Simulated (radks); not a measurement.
Values are calculated unless marked as measured or tabulated.
Isoelectronic series with 55 electrons, all held in the configuration [Xe] 6s1, which need not be the ground one along the series. Code: a radial shooting solver on a logarithmic mesh with Libxc functionals. Model: scalar-relativistic Kohn-Sham, PBE, spin-polarised, spherical densities, finite nucleus; open shells are filled with parallel spins first (spin-orbit coupling, left out, can overturn this in heavy ions); Fermi nuclear charge, rms radius of each element as measured or else 0.836 A^(1/3) + 0.57 fm. Total energies (hartree) and orbital eigenvalues (Ry):

ion   E (hartree)     6s up    5p down      5p up    5s down
Cs     -7786.6387  -0.16666   -0.98687   -0.99321   -1.95947
Ba+    -8135.0397  -0.57810   -1.78343   -1.79351   -2.88626
La2+   -8492.2459  -1.10151   -2.72113   -2.73415   -3.95779
Ce3+   -8858.2861  -1.71697   -3.77810   -3.79367   -5.15214
Pr4+   -9233.2032  -2.41564   -4.94471   -4.96256   -6.45978
Nd5+   -9617.0418  -3.19237   -6.21526   -6.23522   -7.87524
Pm6+  -10009.8478  -4.04380   -7.58596   -7.60790   -9.39500
Sm7+  -10411.6646  -4.96759   -9.05411   -9.07794  -11.01664
Eu8+  -10822.5870  -5.96205  -10.61771  -10.64337  -12.73853
Gd9+  -11242.6529  -7.02591  -12.27526  -12.30268  -14.55946
